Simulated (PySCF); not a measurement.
A geometry optimisation, step by step.

Compound: SnHI3.
Bonds: Sn1–I3, Sn1–I4, Sn1–I5. Hydrogens: H2 on Sn1.

Computed by this run: PBE0-D3(BJ)/def2-SVP geometry optimisation, gas phase, def2 core potentials past Kr (PySCF); density fitting, grid level 1; the optimiser is geomeTRIC in internal coordinates, started from a GFN2-xTB structure with every atom displaced at random (about 0.03 Å). The frame can shift and turn from step to step; on so coarse a grid that alone can change the energy by a few meV, and forces under 0.02 eV/Å are noise.

Step 0: E = -30155.1431 eV, largest atomic force 1.517 eV/Å
```
atom  x, y, z in Å  |  force x, y, z in eV/Å
Sn1     0.057   -0.079    0.172   -1.312   0.495   0.579
H2     -0.003   -0.027    1.919    0.049  -0.099  -0.511
I3      2.497    0.005   -0.725    0.836  -0.049  -0.303
I4     -1.187    2.235   -0.688    0.257  -0.584   0.161
I5     -1.289   -2.244   -0.741    0.170   0.236   0.074
```

Step 1: E = -30155.2039 eV, largest atomic force 0.551 eV/Å
```
atom  x, y, z in Å  |  force x, y, z in eV/Å
Sn1     0.015   -0.048    0.188    0.539  -0.039  -0.106
H2     -0.036   -0.031    1.880    0.086  -0.059   0.235
I3      2.572   -0.001   -0.746   -0.361  -0.064   0.154
I4     -1.186    2.146   -0.662   -0.198   0.361  -0.181
I5     -1.290   -2.176   -0.722   -0.066  -0.200  -0.103
```

Step 2: E = -30155.2277 eV, largest atomic force 0.165 eV/Å
```
atom  x, y, z in Å  |  force x, y, z in eV/Å
Sn1     0.019   -0.043    0.192    0.000   0.146  -0.077
H2     -0.009   -0.045    1.899    0.031  -0.024   0.020
I3      2.548   -0.018   -0.730   -0.106  -0.035   0.050
I4     -1.202    2.191   -0.688    0.045  -0.105   0.018
I5     -1.281   -2.196   -0.735    0.030   0.018  -0.011
```

Step 3: E = -30155.2296 eV, largest atomic force 0.122 eV/Å
```
atom  x, y, z in Å  |  force x, y, z in eV/Å
Sn1     0.016   -0.032    0.193   -0.084   0.015   0.087
H2      0.002   -0.047    1.904    0.004  -0.009  -0.037
I3      2.528   -0.028   -0.719    0.099  -0.020  -0.025
I4     -1.198    2.184   -0.696   -0.022   0.018  -0.015
I5     -1.272   -2.188   -0.743    0.003  -0.004  -0.011
```

Step 4: E = -30155.2303 eV, largest atomic force 0.021 eV/Å
```
atom  x, y, z in Å  |  force x, y, z in eV/Å
Sn1     0.013   -0.028    0.195   -0.015   0.010   0.007
H2      0.001   -0.049    1.903   -0.001   0.000   0.001
I3      2.534   -0.036   -0.715    0.018  -0.011   0.004
I4     -1.204    2.186   -0.699   -0.004   0.000  -0.004
I5     -1.270   -2.184   -0.746    0.003   0.001  -0.008
```

Step 5: E = -30155.2302 eV, largest atomic force under 0.02 eV/Å
```
atom  x, y, z in Å  |  force x, y, z in eV/Å
Sn1     0.011   -0.025    0.196    0.009  -0.003  -0.004
H2     -0.001   -0.049    1.904   -0.006   0.005   0.000
I3      2.538   -0.043   -0.707   -0.005  -0.003   0.011
I4     -1.205    2.187   -0.703    0.001   0.000  -0.001
I5     -1.268   -2.181   -0.752    0.000   0.001  -0.005
```

Step 6: E = -30155.2301 eV, largest atomic force under 0.02 eV/Å
```
atom  x, y, z in Å  |  force x, y, z in eV/Å
Sn1     0.011   -0.024    0.196    0.010  -0.006  -0.010
H2     -0.004   -0.047    1.904   -0.008   0.004   0.003
I3      2.540   -0.048   -0.700   -0.007   0.000   0.011
I4     -1.205    2.188   -0.706    0.005   0.000  -0.001
I5     -1.267   -2.179   -0.757    0.000   0.002  -0.004
```

Step 7: E = -30155.2301 eV, largest atomic force under 0.02 eV/Å
```
atom  x, y, z in Å  |  force x, y, z in eV/Å
Sn1     0.011   -0.024    0.196    0.006  -0.005  -0.006
H2     -0.007   -0.046    1.904   -0.008   0.002   0.002
I3      2.541   -0.051   -0.695   -0.004   0.001   0.010
I4     -1.204    2.188   -0.707    0.005   0.001  -0.003
I5     -1.267   -2.178   -0.759    0.000   0.002  -0.003
```

Task: Summarise the path.

Result: The energy falls by 2.00 kcal/mol from step 0 to step 7; nine tenths of that is first reached at step 2. It never rises by more than 0.2 meV. The largest force goes from 1.517 to under 0.02 eV/Å. Among the bonds Sn1–I4 changes most, from 2.764 to 2.680 Å; the atoms move by 0.060 Å rms after alignment.

Task: Follow the three bonds and two angles with the largest change from start to end.

Result: 
| step | E above end (kcal/mol) | largest force (eV/Å) | Sn1–I4 (Å) | Sn1–I3 (Å) | Sn1–H2 (Å) | H2–Sn1–I4 (°) | I3–Sn1–I5 (°) |
| --- | --- | --- | --- | --- | --- | --- | --- |
| 0 | 2.00 | 1.517 | 2.764 | 2.601 | 1.749 | 105.7 | 112.1 |
| 1 | 0.60 | 0.551 | 2.642 | 2.723 | 1.693 | 107.5 | 111.0 |
| 2 | 0.05 | 0.165 | 2.693 | 2.692 | 1.707 | 108.7 | 110.2 |
| 3 | 0.01 | 0.122 | 2.678 | 2.672 | 1.711 | 109.6 | 109.5 |
| 4 | 0.00 | 0.021 | 2.680 | 2.681 | 1.709 | 109.9 | 109.2 |
| 5 | 0.00 | under 0.02 | 2.680 | 2.683 | 1.709 | 110.1 | 108.9 |
| 6 | 0.00 | under 0.02 | 2.680 | 2.683 | 1.708 | 110.1 | 108.8 |
| 7 | 0.00 | under 0.02 | 2.680 | 2.683 | 1.709 | 110.0 | 108.9 |

The cost below is that of the whole optimisation. Hardware: one thread, Arm Neoverse V1 (aarch64), on a shared host. Cost: 84 s, 0.44 GiB resident at most.
